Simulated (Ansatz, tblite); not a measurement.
Removing and adding an electron: the cluster ZnO2H2. The state is a singlet with charge 0. Geometry: PBE-D4/def2-TZVP. Ansatz, gas phase; energy differences of separate SCF runs; the oxidised species was run as a doublet alone; the reduced species was run as a doublet alone.

```xyz
5

Zn    0.077   -0.162    0.009
O    -0.346   -0.373    1.725
O     0.589   -0.129   -1.695
H    -1.250   -0.077    1.921
H     0.931    0.741   -1.959
```

The xTB rows come from tblite. Correlated methods freeze 11 core orbitals. In CCSD on the charge -1 doublet the largest single amplitude is 0.28, so its Hartree–Fock determinant may place the open shell otherwise than the density functionals do. HOMO above LUMO, or a gap near zero within one spin, warns that the state may not be the lowest or that an electron is smeared out. The structure comes from a short search, and lower isomers may exist.

| level | −HOMO (eV) | vertical IE (eV) | −LUMO (eV) | vertical EA (eV) | HOMO–LUMO gap (eV) | IE − EA (eV) | remarks |
| --- | --- | --- | --- | --- | --- | --- | --- |
| GFN1-xTB | 12.44 | 16.62 | 7.55 | 3.88 | 4.88 | 12.74 | – |
| GFN2-xTB | 12.40 | 16.54 | 8.08 | 3.68 | 4.32 | 12.85 | – |
| HF/def2-TZVPD | – | – | – | -0.72 | – | – | HOMO above zero (-1 doublet) |
| HF/def2-TZVPP | – | 9.41 | – | – | – | – | – |
| PBE-D4/def2-TZVPD | 6.86 | – | 2.17 | -0.04 | 4.69 | – | HOMO above zero (-1 doublet) |
| r2SCAN-D4/def2-TZVP | 7.07 | 10.48 | 1.71 | – | 5.36 | – | gap within one spin near zero (+1 doublet) |
| r2SCAN-D4/def2-TZVPD | 7.16 | – | 1.81 | -0.14 | 5.35 | – | HOMO above zero (-1 doublet) |
| PBE0-D4/def2-TZVP | 8.39 | 10.78 | 1.15 | – | 7.24 | – | – |
| PBE0-D4/def2-TZVPD | 8.48 | – | 1.31 | -0.16 | 7.17 | – | HOMO above zero (-1 doublet) |
| MP2/def2-TZVPD | – | – | – | -0.47 | – | – | HOMO above zero (-1 doublet) |
| MP2/def2-TZVPP | – | 11.43 | – | – | – | – | – |
| CCSD/def2-TZVPD | – | – | – | -0.38 | – | – | HOMO above zero (-1 doublet) |
| CCSD/def2-TZVPP | – | 11.02 | – | – | – | – | – |
| CCSD(T)/def2-TZVPD | – | – | – | -0.32 | – | – | HOMO above zero (-1 doublet) |
| CCSD(T)/def2-TZVPP | – | 11.12 | – | – | – | – | – |

Run but left out: PBE-D4/def2-TZVP (charge +1 doublet: an occupied level 0.04 eV above an empty one).   A HOMO above zero means that the electron is unbound at that level or that self-interaction error raises the level; the energy of removing that electron tells which. Raw xTB energy differences between charge states are shifted by several eV; the methods need an empirical correction for them. A negative affinity means that the extra electron isn't bound; its size then hangs on the basis.
